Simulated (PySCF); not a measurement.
H3ISiTe (SMILES [SiH3][Te]I), singlet, at a GFN2-xTB geometry (all electrons, no relativity); PySCF with CASSCF(10,9)/STO-3G.

Here is a job for PySCF.
```python
from pyscf import gto, scf, mcscf
import numpy

mol = gto.M(
    atom='''
Te   -0.04771835    0.54544358    1.05736593
I    -0.10696577   -1.34076767   -0.86910944
Si    0.46338480    2.44657741   -0.48180406
H     0.49445453    3.56821591    0.44336513
H    -0.58421175    2.61118793   -1.48139548
H     1.75291053    2.26613328   -1.13694086
''',
    basis='sto-3g',
    verbose=4,
)

mf = scf.RHF(mol)
mf.kernel()
mc = mcscf.CASSCF(mf, 9, 10)
mc.fix_spin_(ss=0.0)
mc.kernel()
occ = numpy.linalg.eigvalsh(mc.fcisolver.make_rdm1(mc.ci, mc.ncas, mc.nelecas))[::-1]
ss = mc.fcisolver.spin_square(mc.ci, mc.ncas, mc.nelecas)[0]
print('natural occupations', occ.round(4), ' <S^2>', round(ss, 4))
```

### Question
Write the output that PySCF gives for this input, abridged.

### Answer

```
PySCF version 2.14.0

[INPUT] verbose = 4
[INPUT] num. atoms = 6
[INPUT] num. electrons = 122
[INPUT] charge = 0
[INPUT] spin (= nelec alpha-beta = 2S) = 0
[INPUT] symmetry False subgroup None
[INPUT] Mole.unit = angstrom
[INPUT] Symbol           X                Y                Z      unit          X                Y                Z       unit  Magmom
[INPUT]  1 Te    -0.047718350000   0.545443580000   1.057365930000 AA   -0.090174612616   1.030738982602   1.998132021146 Bohr   0.0
[INPUT]  2 I     -0.106965770000  -1.340767670000  -0.869109440000 AA   -0.202136010003  -2.533683692971  -1.642378813874 Bohr   0.0
[INPUT]  3 Si     0.463384800000   2.446577410000  -0.481804060000 AA    0.875670362286   4.623361247448  -0.910477719104 Bohr   0.0
[INPUT]  4 H      0.494454530000   3.568215910000   0.443365130000 AA    0.934383642751   6.742950823216   0.837838668882 Bohr   0.0
[INPUT]  5 H     -0.584211750000   2.611187930000  -1.481395480000 AA   -1.104000206253   4.934430047470  -2.799431739369 Bohr   0.0
[INPUT]  6 H      1.752910530000   2.266133280000  -1.136940860000 AA    3.312520822566   4.282371260962  -2.148506845227 Bohr   0.0

nuclear repulsion = 857.595621476263
number of shells = 30
number of NR pGTOs = 198
number of NR cGTOs = 66
basis = sto-3g
ecp = {}

******** <class 'pyscf.scf.hf.RHF'> ********
method = RHF
initial guess = minao
damping factor = 0
level_shift factor = 0
DIIS = <class 'pyscf.scf.diis.CDIIS'>
diis_start_cycle = 1
diis_space = 8
diis_damp = 0
SCF conv_tol = 1e-09
SCF conv_tol_grad = None
SCF max_cycles = 50
direct_scf = True
direct_scf_tol = 1e-13
Set gradient conv threshold to 3.16228e-05
Initial guess from minao.
init E= -13642.3963263599
  HOMO = -0.614531027926612  LUMO = -0.488120920219199  gap/eV = 3.43979
cycle= 1 E= -13685.1513196035  delta_E= -42.8  |g|= 0.352  |ddm|=    3
  HOMO = -0.183382971214951  LUMO = 0.204520111732384  gap/eV = 10.55538
cycle= 2 E= -13685.237690034  delta_E= -0.0864  |g|= 0.0675  |ddm|= 1.02
  HOMO = -0.225969067134266  LUMO = 0.170558470187781  gap/eV = 10.79006
cycle= 3 E= -13685.2410774798  delta_E= -0.00339  |g|= 0.0142  |ddm|= 0.192
  HOMO = -0.22791521416644  LUMO = 0.167856727249576  gap/eV = 10.76950
cycle= 4 E= -13685.2412641174  delta_E= -0.000187  |g|= 0.00267  |ddm|= 0.0504
  HOMO = -0.228016065484308  LUMO = 0.167365486607493  gap/eV = 10.75888
cycle= 5 E= -13685.2412716185  delta_E= -7.5e-06  |g|= 0.000459  |ddm|= 0.0108
  HOMO = -0.228146565528345  LUMO = 0.1672583450185  gap/eV = 10.75952
cycle= 6 E= -13685.2412718774  delta_E= -2.59e-07  |g|= 6.78e-05  |ddm|= 0.00208
  HOMO = -0.228140618929845  LUMO = 0.167262400992538  gap/eV = 10.75946
cycle= 7 E= -13685.2412718842  delta_E= -6.81e-09  |g|= 1.2e-05  |ddm|= 0.000368
  HOMO = -0.22814018236389  LUMO = 0.167263125994086  gap/eV = 10.75947
cycle= 8 E= -13685.2412718845  delta_E= -2.46e-10  |g|= 1.22e-06  |ddm|= 7.38e-05
  HOMO = -0.228140115060505  LUMO = 0.167263308317846  gap/eV = 10.75948
Extra cycle  E= -13685.2412718845  delta_E= 9.09e-12  |g|= 5.64e-07  |ddm|= 5.44e-06
converged SCF energy = -13685.2412718845

******** <class 'pyscf.mcscf.mc1step.CASSCF'> ********
CAS (5e+5e, 9o), ncore = 56, nvir = 1
max_cycle_macro = 50
max_cycle_micro = 4
conv_tol = 1e-07
conv_tol_grad = None
orbital rotation max_stepsize = 0.02
orbital rotation threshold for CI restart = 0.01
augmented hessian ah_max_cycle = 30
augmented hessian ah_conv_tol = 1e-12
augmented hessian ah_linear dependence = 1e-14
augmented hessian ah_level shift = 1e-08
augmented hessian ah_start_tol = 2.5
augmented hessian ah_start_cycle = 3
augmented hessian ah_grad_trust_region = 3
kf_trust_region = 3
kf_interval = 4
ci_response_space = 4
ci_grad_trust_region = 3
with_dep4 0
natorb = False
canonicalization = True
sorting_mo_energy = False
ao2mo_level = 2
internal_rotation = False
******** <class 'pyscf.fci.addons.SpinPenaltyFCISolver'> ********
max. cycles = 50
conv_tol = 1e-08
davidson only = True
linear dependence = 1e-12
level shift = 0.001
max iter space = 12
nroots = 1
pspace_size = 400
spin = None
CASCI E = -13685.2608216782  S^2 = 0.0000000
Set conv_tol_grad to 0.000316228
macro iter   1 ( 21 JK    4 micro), CASSCF E = -13685.2652154768  dE = -4.39379867e-03  S^2 = 0.0000000
               |grad[o]|=0.018  |grad[c]|=0.0485  |ddm|= 0.03  |maxRot[o]|=0.168
macro iter   2 ( 21 JK    4 micro), CASSCF E = -13685.2657182404  dE = -5.02763611e-04  S^2 = 0.0000000
               |grad[o]|=0.00632  |grad[c]|=0.0183  |ddm|=0.00484  |maxRot[o]|=0.147
macro iter   3 ( 12 JK    3 micro), CASSCF E = -13685.2661762238  dE = -4.57983351e-04  S^2 = 0.0000000
               |grad[o]|=0.00342  |grad[c]|=0.00639  |ddm|=0.00408  |maxRot[o]|=0.108
macro iter   4 ( 12 JK    3 micro), CASSCF E = -13685.2665824046  dE = -4.06180789e-04  S^2 = 0.0000000
               |grad[o]|=0.0029  |grad[c]|=0.00669  |ddm|=0.0012  |maxRot[o]|=0.149
macro iter   5 ( 21 JK    4 micro), CASSCF E = -13685.2679804244  dE = -1.39801988e-03  S^2 = 0.0000000
               |grad[o]|=0.00305  |grad[c]|=0.0108  |ddm|=0.00551  |maxRot[o]|=0.314
macro iter   6 ( 21 JK    4 micro), CASSCF E = -13685.2728792159  dE = -4.89879147e-03  S^2 = 0.0000000
               |grad[o]|=0.00473  |grad[c]|=0.0317  |ddm|= 0.02  |maxRot[o]|=0.314
macro iter   7 ( 21 JK    4 micro), CASSCF E = -13685.2838764065  dE = -1.09971906e-02  S^2 = 0.0000000
               |grad[o]|=0.0103  |grad[c]|=0.0375  |ddm|=0.0366  |maxRot[o]|=0.259
macro iter   8 ( 21 JK    4 micro), CASSCF E = -13685.2920013827  dE = -8.12497620e-03  S^2 = 0.0000000
               |grad[o]|=0.017  |grad[c]|=0.0208  |ddm|=0.011  |maxRot[o]|=0.224
macro iter   9 ( 21 JK    4 micro), CASSCF E = -13685.2956823799  dE = -3.68099717e-03  S^2 = 0.0000000
               |grad[o]|=0.0149  |grad[c]|=0.00688  |ddm|=0.00793  |maxRot[o]|=0.0923
macro iter  10 ( 17 JK    4 micro), CASSCF E = -13685.2982309642  dE = -2.54858438e-03  S^2 = 0.0000000
               |grad[o]|=0.0107  |grad[c]|=0.00676  |ddm|=0.00557  |maxRot[o]|=0.0977
macro iter  11 ( 17 JK    4 micro), CASSCF E = -13685.2991221128  dE = -8.91148520e-04  S^2 = 0.0000000
               |grad[o]|=0.00606  |grad[c]|=0.00286  |ddm|=0.00271  |maxRot[o]|=0.0699
macro iter  12 ( 21 JK    4 micro), CASSCF E = -13685.2993806674  dE = -2.58554675e-04  S^2 = 0.0000000
               |grad[o]|=0.00339  |grad[c]|=0.00243  |ddm|=0.00176  |maxRot[o]|=0.0269
macro iter  13 ( 21 JK    4 micro), CASSCF E = -13685.2994855901  dE = -1.04922639e-04  S^2 = 0.0000000
               |grad[o]|=0.00207  |grad[c]|=0.00236  |ddm|=0.00104  |maxRot[o]|=0.0345
macro iter  14 ( 17 JK    4 micro), CASSCF E = -13685.2995923697  dE = -1.06779609e-04  S^2 = 0.0000000
               |grad[o]|=0.00132  |grad[c]|=0.00232  |ddm|=0.000757  |maxRot[o]|=0.0699
macro iter  15 (  7 JK    2 micro), CASSCF E = -13685.2996479994  dE = -5.56296964e-05  S^2 = 0.0000000
               |grad[o]|=0.000723  |grad[c]|=0.000626  |ddm|=0.00103  |maxRot[o]|=0.0699
macro iter  16 (  7 JK    2 micro), CASSCF E = -13685.2996799075  dE = -3.19080718e-05  S^2 = 0.0000000
               |grad[o]|=0.000448  |grad[c]|=0.000825  |ddm|=0.000894  |maxRot[o]|=0.0699
macro iter  17 (  5 JK    1 micro), CASSCF E = -13685.2996926066  dE = -1.26991545e-05  S^2 = 0.0000000
               |grad[o]|=0.000267  |grad[c]|=0.00148  |ddm|=0.000641  |maxRot[o]|= 0.06
macro iter  18 (  3 JK    1 micro), CASSCF E = -13685.2996942482  dE = -1.64157245e-06  S^2 = 0.0000000
               |grad[o]|=0.000136  |grad[c]|=0.000413  |ddm|=0.000206  |maxRot[o]|= 0.02
macro iter  19 (  3 JK    1 micro), CASSCF E = -13685.2996946217  dE = -3.73516741e-07  S^2 = 0.0000000
               |grad[o]|=6.66e-05  |grad[c]|=0.000231  |ddm|=0.000108  |maxRot[o]|=0.011
macro iter  20 (  1 JK    1 micro), CASSCF E = -13685.2996946221  dE = -3.85625754e-10  S^2 = 0.0000000
               |grad[o]|=2.33e-05  |grad[c]|=3.77e-05  |ddm|=    0  |maxRot[o]|=    0
1-step CASSCF converged in  20 macro (290 JK  62 micro) steps
CASSCF canonicalization
Density matrix diagonal elements [1.96921035 1.96716764 1.97073489 1.9800335  1.99504848 0.04256301
 0.02580522 0.02646021 0.02297671]
CASSCF energy = -13685.2996946221
CASCI E = -13685.2996946221  E(CI) = -15.1065274787506  S^2 = 0.0000000
natural occupations [1.9953 1.9814 1.9744 1.9705 1.9613 0.0425 0.0313 0.0229 0.0204]  <S^2> 0.0
```
